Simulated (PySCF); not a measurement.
Input of a run (PBE0-D3(BJ)/def2-SVP geometry optimisation, gas phase (PySCF 2.14.0)), started from GFN2-xTB:
```
{"job": {"xc": "PBE0", "basis": "def2-SVP", "d3": "d3bj", "grid": 2, "kind": "geom"}, "charge": 0, "multiplicity": 1}
N      3.051683     1.726915     0.321610
C      2.352707     0.910768    -0.069896
C      1.504522    -0.107984    -0.565105
C      0.253623    -0.189409    -0.226036
C     -1.008607    -0.252803     0.130191
C     -1.433388    -0.999702     1.263321
N     -1.785142    -1.602433     2.168451
C     -2.031434     0.406006    -0.606151
N     -2.859726     0.929362    -1.194633
H      1.964643    -0.816065    -1.244279
```

Output (energies in Eh, forces in Eh/bohr):
```
step   0  E = -392.60058143  max force = 0.030166
step   1  E = -392.60351130  max force = 0.002462
step   2  E = -392.60354810  max force = 0.001101
step   3  E = -392.60356173  max force = 0.000571
step   4  E = -392.60356516  max force = 0.000285
optimisation converged
```

Problem. Summarise the run.

Solution. The energy falls by 0.081 eV over 5 energy and gradient evaluations, the largest force component goes from 0.0302 to 2.8e-04 Eh/bohr, and the atoms move by 0.046 Å rms after alignment. Among the bonds, N1≡C2, C5–C6, C6≡N7, C5–C8, C8≡N9 and C3–H10 change most and about equally (+0.015 to +0.016 Å). Bonds longer at the end by more than 0.005 Å: 9 of 9; shorter: 0. Among the angles that change most is C4–C3–H10, from 122.1° to 119.3°. The energy never rose by more than 1e-6 Eh on the way. The first step brought 98 % of the lowering.

Problem. What are the final bond lengths?

Solution. N1≡C2 1.158 Å, C2–C3 1.429 Å, C3=C4 1.309 Å, C4=C5 1.324 Å, C5–C6 1.438 Å, C6≡N7 1.158 Å, C5–C8 1.438 Å, C8≡N9 1.158 Å, C3–H10 1.099 Å. Numbering counts from 1 in the input's order; the species is `N#CC=C=C(C#N)C#N`.

The run used 131 basis functions and 41 SCF cycles in all.

Stationary, but not proved a minimum.
